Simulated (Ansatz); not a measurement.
Input for Ansatz (a program for electronic structure): U-CCSD(T)/def2-TZVPP on BrHZn (SMILES [ZnH][Br]), a point of a bond scan (R = 2.032 Å). The run froze 23 orbitals, filled d shells among them.

Ansatz 0.2 input:
```yaml
crystal:
  periodic: [false, false, false]
  atoms:
    - {symbol: Zn, position_ang: [-0.00000000, -0.00000000, -1.17426818]}
    - {symbol: H, position_ang: [-0.00000000, -0.00000000, -2.69787527]}
    - {symbol: Br, position_ang: [0.00000000, 0.00000000, 0.85781114]}
basis:
  gaussian:
    orbitals: def2-TZVPP
correlation: {method: ccsd_t, electrons: outside_noble_gas}
scf: {omitted_lower_state_checks: [cluster_reference]}
magnetization: {spin_polarized: true, initial_magnetization: 0}
```

Output:

```
WARN ansatz: RAYON_NUM_THREADS=1 ignored (pool sized by the plan → 1); use --threads N
Functional definition: HF
these checks for a lower state are left out or cut short: cluster_reference
integrals: 0.34 GiB planned
857 factors; integrals over basis functions are off by at most 1.2e-3 eV
mean field: 0.59 GiB planned
mean field evaluation 1: about -118391.5206 eV, gradient 1.1e1 eV
mean field evaluation 2: about -118391.5275 eV, gradient 1.1e1 eV
mean field evaluation 4: about -118392.2494 eV, gradient 2.0e0 eV
mean field evaluation 8: about -118392.2678 eV, gradient 2.3e-4 eV
mean field -118392.26777617 eV, -4350.8355916128 hartree, gradient 1.8e-6 eV, S^2 0.000000; 0 other end points of the search recorded, 0 dependent functions left out
23 core orbitals not correlated
reference -118392.26777617 eV, -4350.8355916128 hartree; 10, 10 occupied and 93, 93 virtual orbitals, 857 factors
second order -18.36018321 eV of doubles, -0.00000000 eV of singles
coupled cluster: 0.70 GiB planned
cycle   1  -16.91808064 eV  change     1.4e0 eV  update   1.1e-1
cycle   2  -17.46674882 eV  change   -5.5e-1 eV  update   4.6e-2
cycle   3  -17.57099153 eV  change   -1.0e-1 eV  update   1.6e-2
cycle   4  -17.55228719 eV  change    1.9e-2 eV  update   5.1e-3
cycle   5  -17.54714183 eV  change    5.1e-3 eV  update   1.7e-3
cycle   6  -17.54813156 eV  change   -9.9e-4 eV  update   4.9e-4
cycle   7  -17.54811881 eV  change    1.3e-5 eV  update   1.7e-4
cycle   8  -17.54799646 eV  change    1.2e-4 eV  update   4.7e-5
cycle   9  -17.54803085 eV  change   -3.4e-5 eV  update   1.8e-5
cycle  10  -17.54804353 eV  change   -1.3e-5 eV  update   4.6e-6
perturbative correction -0.56961632 eV, -0.0209330135 hartree
Total energy: -118410.38543602 eV, -4351.5014033317 hartree
Checks for a lower state left out: cluster_reference
```

Self-consistency was reached.

Cost: very roughly 19 core-seconds.
